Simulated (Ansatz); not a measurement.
Geometry optimisation, UKS PBE0/6-31G* (Ansatz).

Input:

```yaml
crystal:
  periodic: [false, false, false]
  atoms:
    - { symbol: Al, position_ang: [-0.784592, 0.574732, 0.021805] }
    - { symbol: Cl, position_ang: [-1.207983, 0.147161, 2.126113] }
    - { symbol: C, position_ang: [0.78601, -0.482385, -0.28586] }
    - { symbol: H, position_ang: [0.810735, -0.862428, 0.731935] }
    - { symbol: Cl, position_ang: [-1.993414, 1.862364, -1.091839] }
    - { symbol: H, position_ang: [0.684626, -1.307425, -0.995959] }
    - { symbol: H, position_ang: [1.704619, 0.067981, -0.506196] }
magnetization:
  spin_polarized: true
basis:
  gaussian: { orbitals: "6-31G*" }
hamiltonian:
  xc: pbe0
relax:
  f_tol: 0.03
  max_steps: 50
```

Run as:

```bash
$ ansatz run input.yaml --threads 2 --pin off --max-ram 3072MiB --backend cpu --events-out ev --progress --plain --runs-dir out
```

Problem. Where does it end, and by what steps?

Solution. The run converged. After 5 steps the energy has fallen by 0.337 eV; H4 moved furthest, 0.48 Å.

| step | energy less start (eV) | largest force component (eV/Å) | accepted |
| --- | --- | --- | --- |
| 0 | 0.0000 | 1.159 | yes |
| 1 | -0.2063 | 0.716 | yes |
| 2 | -0.2975 | 0.778 | yes |
| 3 | -0.3214 | 0.343 | yes |
| 4 | -0.3366 | 0.132 | yes |
| 5 | -0.3373 | 0.013 | yes |

```xyz
7
Properties=species:S:1:pos:R:3
Al -0.781 0.487 0.261
Cl -1.587 0.404 2.198
C 0.801 -0.506 -0.252
H 1.196 -1.096 0.581
Cl -1.793 1.719 -1.107
H 0.577 -1.185 -1.083
H 1.588 0.176 -0.597
```

Run time: 16 s on 2 threads of Arm Neoverse V2, with other jobs on the host, peak memory 0.22 GiB.
